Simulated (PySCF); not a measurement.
IF⁻ at PBE

Computed with PBE; basis I aug-cc-pVDZ-PP with ECP28, F aug-cc-pVDZ; scalar-relativistic core potentials; PySCF 2.14.

| Quantity | Value |
| --- | --- |
| state | ²Σ⁺ (doublet), unpaired electrons σ ↑ |
| bond length | 2.429 Å |
| harmonic wavenumber | 246 cm⁻¹ |
| force constant | 0.587 mdyn/Å |
| rotational constant Be | 0.1730 cm⁻¹ |
| anharmonicity ωexe | 2.43 cm⁻¹ |
| vibration–rotation constant αe | 0.00198 cm⁻¹ |
| well depth De to I + F⁻ | 2.02 eV |
| dissociation energy D0 | 2.01 eV |
| bond order (Mayer) | 0.40 |
| dipole moment (positive dipole points towards F; it is taken about the centre of mass and depends on that origin) | -3.60 D |

These are scalar-relativistic numbers at best; spin–orbit coupling would shift them, the dissociation energy most. For an ion De counts to the pair picked by the measured ionisation energies or electron affinities, which need not be the lowest pair at this level. The state was picked by a PBE0 search and need not be the measured ground state.
